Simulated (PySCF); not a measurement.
## Co (cobalt, neutral) across methods

[Ar] 3d7 4s2, high-spin 4F determinant. Calculation: PySCF 2.14, in aug-cc-pVDZ (7s6p4d2f, 59 functions); the non-relativistic Hamiltonian (point nucleus). The B2PLYP total includes its PT2 part (frozen core); its orbital energies are those of the SCF part.

```tsv
method	E (hartree)	mean ε 3d β (eV)	mean ε 4s α (eV)	mean ε 4s β (eV)	Σ⟨r²⟩ (bohr²)	⟨S²⟩
B2PLYP	-1382.461	-11.912	-6.780	-6.265	38.21	3.756
r2SCAN	-1382.717	-7.672	-5.803	-5.214	37.58	3.759
PBEsol	-1381.257	-7.168	-5.622	-5.068	37.58	3.756
PBE	-1382.487	-7.296	-5.596	-5.053	37.73	3.755
LDA	-1380.152	-7.226	-5.800	-5.267	37.33	3.756
B3LYP	-1382.789	-9.208	-6.180	-5.720	37.66	3.755
UHF	-1381.42277	-15.912	-7.663	-6.948	39.42	3.760
PBE0	-1382.513	-9.574	-6.273	-5.720	37.76	3.756
MN15	-1382.866	-10.238	-6.947	-6.536	38.35	3.756
```
